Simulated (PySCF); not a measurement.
Species: NaBr.
SMILES: `[Na][Br]`

Method: PBE0-D3(BJ)/def2-SVP geometry optimisation, gas phase in PySCF 2.14.0.

Take the most abundant isotopes and a rigid rotor. 

Question: What are the moment of inertia and the rotational constant?

Answer: I = 111.927 u·Å², B = 505379 MHz·u·Å²/I = 4515 MHz (0.1506 cm⁻¹, or 0.217 K as hB/k). For two atoms I = μr² with μ = 17.8034 u and r = 2.5074 Å.

Question: List the first levels of a rigid rotor in a Σ state.

Answer: E(J) = BJ(J+1): J = 1: 0.301, J = 2: 0.904, J = 3: 1.807, J = 4: 3.012, J = 5: 4.518, J = 6: 6.326 cm⁻¹.

Question: Where do the first rotational lines fall?

Answer: The dipole is 8.64 D; J+1 ← J lies at 2B(J+1): 1 ← 0 at 9.03 GHz, 2 ← 1 at 18.06 GHz, 3 ← 2 at 27.09 GHz, 4 ← 3 at 36.12 GHz, 5 ← 4 at 45.15 GHz, 6 ← 5 at 54.18 GHz.

Question: Estimate the classical rotational partition function at 50 K, 100 K and 200 K.

Answer: Point group C∞v, symmetry number σ = 1; q = kT/(σhB), k/h = 20836.6 MHz/K: 231 at 50 K, 461 at 100 K, 923 at 200 K.

Not checked by PBE0-D3(BJ)/def2-SVP frequencies. Constants of a rigid frame at the computed geometry: no zero-point averaging, no centrifugal distortion.
